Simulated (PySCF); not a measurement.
chlorodimethylborane, C₂H₆BCl, SMILES CB(C)Cl, point group C2.

Level: B3LYP/pcSseg-1 in PySCF (density fitting, grid level 2); geometry and Hessian at that level, cubic constants and property derivatives from steps of ±0.6 along each species' dimensionless normal coordinates, second-order vibrational perturbation theory. The parent has the commonest isotopes.

Equilibrium geometry (Å):

```json
{"atom": "C1", "x": "-0.3790", "y": "0.8907", "z": "0.2060"}
{"atom": "B2", "x": "0.4305", "y": "0.5769", "z": "1.5022"}
{"atom": "C3", "x": "-0.0527", "y": "0.9427", "z": "2.9397"}
{"atom": "Cl4", "x": "2.0085", "y": "-0.2528", "z": "1.3292"}
{"atom": "H5", "x": "-1.0454", "y": "1.7538", "z": "0.3241"}
{"atom": "H6", "x": "-1.0326", "y": "0.0244", "z": "0.0088"}
{"atom": "H7", "x": "0.2386", "y": "1.0234", "z": "-0.6881"}
{"atom": "H8", "x": "0.3430", "y": "0.2929", "z": "3.7267"}
{"atom": "H9", "x": "-1.1460", "y": "0.9895", "z": "3.0163"}
{"atom": "H10", "x": "0.3119", "y": "1.9602", "z": "3.1598"}
```

Question: Give the equilibrium and ground-state rotational constants (MHz) of parent; ²H at 6; ²H at 5.

Answer: 
```json
{"species": "parent", "Ae": "7504.3", "Be": "4377.2", "Ce": "2861", "A0": "7513.8", "B0": "4331", "C0": "2839.6", "Δ0 (u Å²)": "-5.975", "harmonic ZPE (cm⁻¹)": "17048"}
{"species": "²H at 6", "Ae": "7111.1", "Be": "4262", "Ce": "2785.2", "A0": "7197.8", "B0": "4175.7", "C0": "2757.6", "Δ0 (u Å²)": "-7.971", "harmonic ZPE (cm⁻¹)": "16409"}
{"species": "²H at 5", "Ae": "7312.9", "Be": "4181.7", "Ce": "2755.3", "A0": "7270.2", "B0": "4154.6", "C0": "2744.8", "Δ0 (u Å²)": "-7.030", "harmonic ZPE (cm⁻¹)": "16376"}
```

Δ0 = Ic − Ia − Ib from the ground-state constants.

Question: How is the parent's vibrational correction B0 − Be made up?

Answer: 
```json
{"axis": "a", "harmonic": "16.8", "Coriolis": "-25", "cubic": "17.7", "total (MHz)": "9.57"}
{"axis": "b", "harmonic": "8.08", "Coriolis": "-12.4", "cubic": "-41.9", "total (MHz)": "-46.2"}
{"axis": "c", "harmonic": "1.7", "Coriolis": "-3.02", "cubic": "-20", "total (MHz)": "-21.3"}
```

Question: And its quartic centrifugal distortion constants from the harmonic force field?

Answer: Asymmetric top, A reduction, Ir representation: ΔJ = 1.51 kHz, ΔJK = 4.21 kHz, ΔK = 2.97 kHz, δJ = 0.581 kHz, δK = 2.99 kHz.

A mode lies under 250 cm⁻¹, where this perturbation treatment is rough. Internal rotors are held in one well.
